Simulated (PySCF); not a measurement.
## Magnetic susceptibility: `C/C=C\[P@H](=S)CP`, C4H10P2S

Geometry (Å), atoms numbered from 1 in this order:
```xyz
17

C    -2.7033   -0.1558    0.1795
C    -1.7826    0.8977   -0.3148
C    -0.4642    0.7616   -0.4028
P     0.4190   -0.7193    0.1424
S     0.4557   -1.0659    2.0440
C     2.0585   -0.5656   -0.6905
P     3.2358    0.6267    0.1320
H    -3.3908   -0.4606   -0.6097
H    -3.2998    0.2314    1.0048
H    -2.1451   -1.0243    0.5294
H    -2.2445    1.8281   -0.6248
H     0.1644    1.5719   -0.7539
H    -0.1343   -1.7427   -0.6425
H     1.9030   -0.2664   -1.7321
H     2.5338   -1.5534   -0.6885
H     3.1137    0.0556    1.3966
H     2.2736    1.5930    0.4377
```

Level of theory: PySCF, GIAO PBE0/pcSseg-1 magnetisability, rotational g tensor and spin-rotation constants, non-relativistic, gas phase. Geometry: GFN2-xTB.

Task: How diamagnetic is it, and how anisotropic?

Result: Isotropic -1664 × 10⁻³⁰ J/T², or -100.2 × 10⁻⁶ cm³/mol; principal values -1738, -1659, -1596 × 10⁻³⁰ J/T², anisotropy 123 × 10⁻³⁰ J/T² (root of half the summed squared differences of the principal values). The susceptibility is in cgs units.

Task: Split it along the inertial axes a, b, c into diamagnetic and paramagnetic parts about the centre of mass, with the quadrupole moment.

Result: 
| axis | χ (10⁻⁶ cm³/mol) | diamagnetic (10⁻⁶ cm³/mol) | paramagnetic (10⁻⁶ cm³/mol) | summed x² of all electrons (Å²) | quadrupole Θ (D Å) |
| --- | --- | --- | --- | --- | --- |
| a | -96.7 | -657.0 | 560.4 | 299.9 | +3.45 |
| b | -100.5 | -1461.7 | 1361.2 | 110.2 | -6.76 |
| c | -103.5 | -1740.0 | 1636.5 | 44.6 | +3.31 |

Anisotropies 2χaa − χbb − χcc = +10.7 and 2χbb − χaa − χcc = -0.9 × 10⁻⁶ cm³/mol. Θ is traceless in Buckingham's convention.

Task: And the rotational g tensor?

Result: 
```csv
axis,rotational constant (GHz),g,nuclear part,electronic part
a,2.2334,-0.0254,0.5626,-0.5880
b,0.8909,-0.0060,0.5637,-0.5697
c,0.7258,-0.0059,0.5522,-0.5580
```
Asymmetric top; isotopes 12C, 1H, 31P, 32S; no vibrational averaging.
